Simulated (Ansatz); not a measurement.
These are PBE-D3(BJ)/def2-SVP (Ansatz, a first-principles code) values and carry that method's errors. No frequencies were computed at this level.

Ansatz 0.2 input:
```yaml
crystal:
  periodic: [false, false, false]
  atoms:
    - { symbol: N, position_ang: [4.494419, 2.48653, -0.195388] }
    - { symbol: C, position_ang: [3.53081, 1.863848, -0.163995] }
    - { symbol: C, position_ang: [2.36385, 1.095099, -0.127219] }
    - { symbol: C, position_ang: [2.271885, -0.257329, -0.272907] }
    - { symbol: C, position_ang: [0.935569, -0.727048, -0.183802] }
    - { symbol: C, position_ang: [0.458949, -2.038249, -0.283584] }
    - { symbol: C, position_ang: [-0.891838, -2.266479, -0.165161] }
    - { symbol: C, position_ang: [-1.779897, -1.212149, 0.051228] }
    - { symbol: C, position_ang: [-1.356717, 0.102962, 0.157176] }
    - { symbol: Si, position_ang: [-2.541324, 1.544121, 0.449809] }
    - { symbol: C, position_ang: [0.014929, 0.3179, 0.034999] }
    - { symbol: S, position_ang: [0.808347, 1.862185, 0.127643] }
    - { symbol: H, position_ang: [3.123384, -0.893938, -0.437361] }
    - { symbol: H, position_ang: [1.15252, -2.848321, -0.451054] }
    - { symbol: H, position_ang: [-1.275096, -3.273321, -0.239929] }
    - { symbol: H, position_ang: [-2.834679, -1.427526, 0.139418] }
    - { symbol: H, position_ang: [-3.8921, 0.991976, 0.530914] }
    - { symbol: H, position_ang: [-2.164445, 2.203353, 1.701246] }
    - { symbol: H, position_ang: [-2.418563, 2.476386, -0.672034] }
basis:
  gaussian: { orbitals: def2-svp }
hamiltonian:
  xc: pbe
  dispersion: d3bj
relax:
  max_steps: 150
```

Output:

```
Functional definition: PBE
2401 factors; their error is unknown
mean field evaluation 1: about -29589.1112 eV, gradient 9.2e1 eV
mean field evaluation 2: about -29446.8421 eV, gradient 2.3e2 eV
mean field evaluation 4: about -29608.6467 eV, gradient 4.0e1 eV
mean field evaluation 8: about -29613.2153 eV, gradient 9.4e-1 eV
mean field evaluation 16: about -29613.0593 eV, gradient 2.9e-2 eV
mean field -29613.05929413 eV, -1088.2598566067 hartree, gradient 4.6e-5 eV, S^2 0.000000; 0 other end points of the search recorded, 0 dependent functions left out
reference -29613.05933643 eV, -1088.2598581613 hartree; 49, 49 occupied and 162, 162 virtual orbitals, 2401 factors
relax step   1: F+E_penalty+E_count = -29613.78876682 eV  Δ(F+E_penalty+E_count) = +0.000e0 eV  max|allowed force component| = 2.891e0 eV/Å  Δτ_max = 0.0000 Å  (37 SCF iters, accepted)
these checks for a lower state are left out or cut short: starts, cluster_reference, orbital_swaps, neighbouring_geometries, increment
2401 factors; their error is unknown
mean field evaluation 32: about -29613.2773 eV, gradient 1.6e-5 eV
mean field -29613.27730571 eV, -1088.2678683846 hartree, gradient 1.6e-5 eV, S^2 0.000000; 0 other end points of the search recorded, 0 dependent functions left out
reference -29613.27734864 eV, -1088.2678699621 hartree; 49, 49 occupied and 162, 162 virtual orbitals, 2401 factors
relax step   2: F+E_penalty+E_count = -29614.00046348 eV  Δ(F+E_penalty+E_count) = -2.117e-1 eV  max|allowed force component| = 2.721e-1 eV/Å  Δτ_max = 0.0743 Å  (36 SCF iters, accepted)
these checks for a lower state are left out or cut short: starts, cluster_reference, orbital_swaps, neighbouring_geometries, increment
2401 factors; their error is unknown
mean field -29613.29307458 eV, -1088.2684478798 hartree, gradient 1.8e-5 eV, S^2 0.000000; 0 other end points of the search recorded, 0 dependent functions left out
reference -29613.29311766 eV, -1088.2684494631 hartree; 49, 49 occupied and 162, 162 virtual orbitals, 2401 factors
relax step   3: F+E_penalty+E_count = -29614.01457208 eV  Δ(F+E_penalty+E_count) = -1.411e-2 eV  max|allowed force component| = 4.905e-2 eV/Å  Δτ_max = 0.0203 Å  (36 SCF iters, accepted)
these checks for a lower state are left out or cut short: starts, cluster_reference, orbital_swaps, neighbouring_geometries, increment
2401 factors; their error is unknown
mean field -29613.29366318 eV, -1088.2684695104 hartree, gradient 1.9e-5 eV, S^2 0.000000; 0 other end points of the search recorded, 0 dependent functions left out
reference -29613.29370625 eV, -1088.2684710933 hartree; 49, 49 occupied and 162, 162 virtual orbitals, 2401 factors
relax step   4: F+E_penalty+E_count = -29614.01495706 eV  Δ(F+E_penalty+E_count) = -3.850e-4 eV  max|allowed force component| = 2.401e-2 eV/Å  Δτ_max = 0.0082 Å  (37 SCF iters, accepted)
these checks for a lower state are left out or cut short: starts, cluster_reference, orbital_swaps, neighbouring_geometries, increment
2401 factors; their error is unknown
mean field -29613.29404048 eV, -1088.2684833760 hartree, gradient 1.8e-5 eV, S^2 0.000000; 0 other end points of the search recorded, 0 dependent functions left out
reference -29613.29408351 eV, -1088.2684849574 hartree; 49, 49 occupied and 162, 162 virtual orbitals, 2401 factors
relax step   5: F+E_penalty+E_count = -29614.01517222 eV  Δ(F+E_penalty+E_count) = -2.152e-4 eV  max|allowed force component| = 1.644e-2 eV/Å  Δτ_max = 0.0175 Å  (37 SCF iters, accepted)
these checks for a lower state are left out or cut short: starts, cluster_reference, orbital_swaps, neighbouring_geometries, increment
2401 factors; their error is unknown
mean field -29613.29406556 eV, -1088.2684842975 hartree, gradient 1.9e-5 eV, S^2 0.000000; 0 other end points of the search recorded, 0 dependent functions left out
reference -29613.29410859 eV, -1088.2684858790 hartree; 49, 49 occupied and 162, 162 virtual orbitals, 2401 factors
relax step   6: F+E_penalty+E_count = -29614.01519736 eV  Δ(F+E_penalty+E_count) = -2.514e-5 eV  max|allowed force component| = 1.488e-2 eV/Å  Δτ_max = 0.0042 Å  (37 SCF iters, accepted)
these checks for a lower state are left out or cut short: starts, cluster_reference, orbital_swaps, neighbouring_geometries, increment
2401 factors; their error is unknown
mean field evaluation 64: about -29613.2941 eV, gradient 2.7e-4 eV
mean field -29613.29410938 eV, -1088.2684859082 hartree, gradient 1.9e-5 eV, S^2 0.000000; 0 other end points of the search recorded, 0 dependent functions left out
reference -29613.29415242 eV, -1088.2684874898 hartree; 49, 49 occupied and 162, 162 virtual orbitals, 2401 factors
relax step   7: F+E_penalty+E_count = -29614.01519460 eV  Δ(F+E_penalty+E_count) = +2.767e-6 eV  max|allowed force component| = 1.458e-2 eV/Å  Δτ_max = 0.0046 Å  (37 SCF iters, rejected (line search))
these checks for a lower state are left out or cut short: starts, cluster_reference, orbital_swaps, neighbouring_geometries, increment
2401 factors; their error is unknown
mean field -29613.29412514 eV, -1088.2684864871 hartree, gradient 1.9e-5 eV, S^2 0.000000; 0 other end points of the search recorded, 0 dependent functions left out
reference -29613.29416818 eV, -1088.2684880687 hartree; 49, 49 occupied and 162, 162 virtual orbitals, 2401 factors
relax step   8: F+E_penalty+E_count = -29614.01523074 eV  Δ(F+E_penalty+E_count) = -3.337e-5 eV  max|allowed force component| = 2.504e-3 eV/Å  Δτ_max = 0.0022 Å  (38 SCF iters, accepted)
2401 factors; their error is unknown
mean field evaluation 96: about -29613.2941 eV, gradient 8.4e-4 eV
mean field -29613.29412514 eV, -1088.2684864871 hartree, gradient 2.2e-5 eV, S^2 0.000000; 1 other end points of the search recorded, 0 dependent functions left out
reference -29613.29416818 eV, -1088.2684880687 hartree; 49, 49 occupied and 162, 162 virtual orbitals, 2401 factors
Total energy: -29614.01527377 eV, -1088.2949882107 hartree
Atom 0 at     4.571743     2.538366    -0.196771 Å, force     0.000059     0.001588     0.000139 eV/Å
Atom 1 at     3.595315     1.883767    -0.167685 Å, force    -0.000210    -0.001420    -0.000071 eV/Å
Atom 2 at     2.415000     1.099619    -0.131700 Å, force    -0.000050    -0.000282     0.000602 eV/Å
Atom 3 at     2.310477    -0.273416    -0.278686 Å, force     0.000796     0.000415    -0.000454 eV/Å
Atom 4 at     0.959189    -0.739278    -0.187762 Å, force    -0.000651    -0.000521     0.000088 eV/Å
Atom 5 at     0.461303    -2.061827    -0.286924 Å, force     0.000142    -0.000381    -0.000230 eV/Å
Atom 6 at    -0.908552    -2.286700    -0.166269 Å, force    -0.000159     0.000017     0.000007 eV/Å
Atom 7 at    -1.802615    -1.212122     0.053277 Å, force     0.000432    -0.000672     0.000091 eV/Å
Atom 8 at    -1.360974     0.119723     0.159518 Å, force    -0.000199    -0.001937     0.000327 eV/Å
Atom 9 at    -2.577463     1.535441     0.452642 Å, force     0.000060     0.002493    -0.000598 eV/Å
Atom 10 at     0.033419     0.329207     0.034476 Å, force     0.000038     0.002504     0.000372 eV/Å
Atom 11 at     0.851300     1.875146     0.125259 Å, force    -0.000737    -0.000662    -0.000527 eV/Å
Atom 12 at     3.181691    -0.920036    -0.446445 Å, force    -0.000500    -0.000717    -0.000095 eV/Å
Atom 13 at     1.158291    -2.896013    -0.457654 Å, force     0.000104     0.000146     0.000017 eV/Å
Atom 14 at    -1.304078    -3.310429    -0.241930 Å, force    -0.000064    -0.000043     0.000027 eV/Å
Atom 15 at    -2.878941    -1.427618     0.143734 Å, force     0.000130    -0.000027    -0.000119 eV/Å
Atom 16 at    -3.962485     0.961167     0.539148 Å, force     0.000613    -0.001046     0.000239 eV/Å
Atom 17 at    -2.239485     2.256617     1.729492 Å, force    -0.000188     0.000109    -0.000239 eV/Å
Atom 18 at    -2.503131     2.528385    -0.675722 Å, force     0.000382     0.000433     0.000425 eV/Å
Dipole moment:    -0.671375    -0.702209    -0.008958 e Å
```

Cost: about 2.3 core-minutes (a rough figure).
